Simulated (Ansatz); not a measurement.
Cl$_{3}$HSiTe, SMILES `Cl[Si](Cl)(Cl)[TeH]`. Charge 0, multiplicity 1. Te: def2 effective core potential. All single points use the PBE0-D4/def2-TZVP geometry.

```xyz
6

Cl   -0.836    0.250   -1.983
Si   -0.463    0.262    0.019
Cl   -1.080    2.039    0.798
Cl   -1.567   -1.239    0.840
Te    1.942    0.079    0.545
H     2.005   -1.391   -0.219
```

Problem. What is the dipole moment at r2SCAN/def2-TZVPP? (Best estimate.)

Solution. Computed: 1.17 D, with components (1.12, -0.34, 0.11) D in this frame, pointing from negative to positive charge.

Problem. And with PBE, B3LYP, ωB97M-V? (Estimate.)

Solution. The calculation gave: PBE 1.17 D, B3LYP 1.22 D, ωB97M-V 1.17 D.

Problem. Give the Mulliken charges with r2SCAN, PBE, B3LYP in def2-TZVPP. (Best estimate.)

Solution. Ansatz gave: 
```tsv
atom	r2SCAN	PBE	B3LYP
Cl1	-0.19	-0.16	-0.19
Si2	0.59	0.46	0.55
Cl3	-0.20	-0.16	-0.19
Cl4	-0.19	-0.16	-0.19
Te5	-0.01	0.02	0.03
H6	0.00	0.00	-0.01
```

B3LYP here is the variant with VWN-RPA as its local correlation; programs differ in this.
